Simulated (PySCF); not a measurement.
Correlation energy of Sn (tin, neutral)

[Kr] 4d10 5s2 5p1 6s1, high-spin 3P determinant (an excited configuration). Computed with PySCF 2.14 in aug-cc-pVQZ-DK3 (9s8p6d3f2g, 102 functions), with scalar relativity by spin-free X2C-1e. Frozen: [Kr] 4d10; 4 electrons correlated.

| level | correlation energy (mhartree) |
| --- | --- |
| CCSD | -52.97 |
| (T) | -1.56 |
| CCSD(T) | -54.53 |

Diagnostics: T1 = 0.019, D1 = 0.0489, largest double amplitude 0.084.

The outer electron is Rydberg-like, and this basis confines it to a smaller radius and binds it less than a complete one would.

Cost of the coupled-cluster step: about 30 core-seconds, for 4 correlated electrons.

Iterations:

```
CC2 = 0
CCSD nocc = (np.int64(3), np.int64(1)), nmo = (79, 79)
frozen orbitals [[0, 1, 2, 3, 4, 5, 6, 7, 8, 9, 10, 11, 12, 13, 14, 15, 16, 17, 18, 19, 20, 21, 22], [0, 1, 2, 3, 4, 5, 6, 7, 8, 9, 10, 11, 12, 13, 14, 15, 16, 17, 18, 19, 20, 21, 22]]
max_cycle = 100
direct = 0
conv_tol = 1e-08
conv_tol_normt = 1e-06
diis_space = 8
diis_start_cycle = 0
Init t2, MP2 energy = -0.0412215677502743
Init E_corr(UCCSD) = -0.0412215677504191
cycle = 1  E_corr(UCCSD) = -0.048779756592502  dE = -0.00755818884  norm(t1,t2) = 0.0522992
cycle = 2  E_corr(UCCSD) = -0.0512768412139955  dE = -0.00249708462  norm(t1,t2) = 0.0224068
cycle = 3  E_corr(UCCSD) = -0.0529794465689481  dE = -0.00170260535  norm(t1,t2) = 0.0109139
cycle = 4  E_corr(UCCSD) = -0.0529688610765427  dE = 1.05854924e-05  norm(t1,t2) = 0.00564763
cycle = 5  E_corr(UCCSD) = -0.0529309887018357  dE = 3.78723747e-05  norm(t1,t2) = 0.0376157
cycle = 6  E_corr(UCCSD) = -0.0529815244015467  dE = -5.05356997e-05  norm(t1,t2) = 0.00171363
cycle = 7  E_corr(UCCSD) = -0.0529623896678656  dE = 1.91347337e-05  norm(t1,t2) = 0.000518267
cycle = 8  E_corr(UCCSD) = -0.0529687130449874  dE = -6.32337712e-06  norm(t1,t2) = 0.000185366
cycle = 9  E_corr(UCCSD) = -0.0529688942545498  dE = -1.81209562e-07  norm(t1,t2) = 0.000114368
cycle = 10  E_corr(UCCSD) = -0.0529681478686281  dE = 7.46385922e-07  norm(t1,t2) = 0.00127801
cycle = 11  E_corr(UCCSD) = -0.0529682215293553  dE = -7.36607272e-08  norm(t1,t2) = 5.34311e-05
cycle = 12  E_corr(UCCSD) = -0.0529680586877606  dE = 1.62841595e-07  norm(t1,t2) = 2.95839e-05
cycle = 13  E_corr(UCCSD) = -0.0529683764713917  dE = -3.17783631e-07  norm(t1,t2) = 1.21687e-05
cycle = 14  E_corr(UCCSD) = -0.0529682966406949  dE = 7.98306969e-08  norm(t1,t2) = 1.39382e-05
cycle = 15  E_corr(UCCSD) = -0.0529682733647182  dE = 2.32759767e-08  norm(t1,t2) = 4.84003e-05
cycle = 16  E_corr(UCCSD) = -0.0529682278629606  dE = 4.55017576e-08  norm(t1,t2) = 1.40754e-06
cycle = 17  E_corr(UCCSD) = -0.0529682462877796  dE = -1.84248191e-08  norm(t1,t2) = 8.46794e-07
cycle = 18  E_corr(UCCSD) = -0.0529682508159867  dE = -4.52820709e-09  norm(t1,t2) = 4.59692e-07
UCCSD converged
E(UCCSD) = -6173.425300432306  E_corr = -0.05296825081598671
UCCSD(T) correction = -0.00155505927001738
```
